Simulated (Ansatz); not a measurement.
Two isomers of C3H9AlO: A = `C[CH2][Al]([CH3])[OH]`, B = `CO[CH2][AlH][CH3]`.

Computed with Ansatz on PBE0-D4/def2-TZVP structures; ΔE is electronic, products minus reactants. CBS: MP2 limit from def2 TZ/QZ plus the TZ coupled-cluster correction, frozen cores. Functionals use def2-TZVPP. B3LYP here is the variant with VWN-RPA as its local correlation; programs differ in this. One conformer a species, not always the lowest.

A:

```xyz
14

C    -0.940    0.270   -1.689
C     0.012    1.065   -0.793
Al    0.606    0.139    0.832
C     0.026   -1.650    1.336
O     1.693    0.905    1.899
H    -0.483   -0.659   -2.040
H    -1.854   -0.011   -1.159
H    -1.244    0.834   -2.576
H    -0.457    2.012   -0.495
H     0.901    1.367   -1.363
H    -1.060   -1.690    1.475
H     0.495   -1.982    2.264
H     0.263   -2.381    0.556
H     2.042    1.782    1.752
```

B:

```xyz
14

C     1.0512    1.1173    1.1742
O     1.3993    0.8879   -0.1552
C     0.2909    1.0585   -1.0285
Al   -1.0490   -0.4081   -0.9473
C    -0.7297   -2.0174    0.1088
H     1.9328    0.9364    1.7906
H     0.2456    0.4416    1.5099
H     0.7111    2.1517    1.3328
H     0.7040    1.0742   -2.0465
H    -0.1554    2.0582   -0.8916
H    -2.3657   -0.2583   -1.8354
H    -0.9505   -2.9236   -0.4638
H     0.3014   -2.0784    0.4656
H    -1.3859   -2.0401    0.9866
```

Problem. Which isomer does CCSD(T)/CBS put lower? Give the gap. (Estimate.)

Solution. Ansatz gave: A, by 69.9 kcal/mol.

Problem. Give E(B) − E(A) in kcal/mol with CCSD(T)/def2-SVP, PBE-D4, B3LYP-D4, B3LYP, B2PLYP, PBE0-D4, BLYP-D4. (An estimate is asked.)

Solution. Computed: CCSD(T)/def2-SVP 64.6, PBE-D4 65.1, B3LYP-D4 66.6, B3LYP 67.0, B2PLYP 68.9, PBE0-D4 66.7, BLYP-D4 65.2. None reverses the order clearly.

Problem. Does the order hold for the free energy at 298.15 K (harmonic terms from PBE0-D4)? (An estimate is asked.)

Solution. The calculation gave: Yes: G(B) − G(A) = +69.1 kcal/mol, for one conformer each. Modes under 60 cm⁻¹, often nearly free rotors, make the harmonic entropy too high.

Largest T1 diagnostic: 0.011.

In def2-TZVPP, CCSD(T) changes the Hartree–Fock value by +1.9 kcal/mol (the triples alone add −0.2 kcal/mol) and MP2 by +5.3 kcal/mol. From r2SCAN to r2SCAN0 (25 % exact exchange), in def2-TZVPP and without D4, E(B) − E(A) moves by +0.8 kcal/mol.
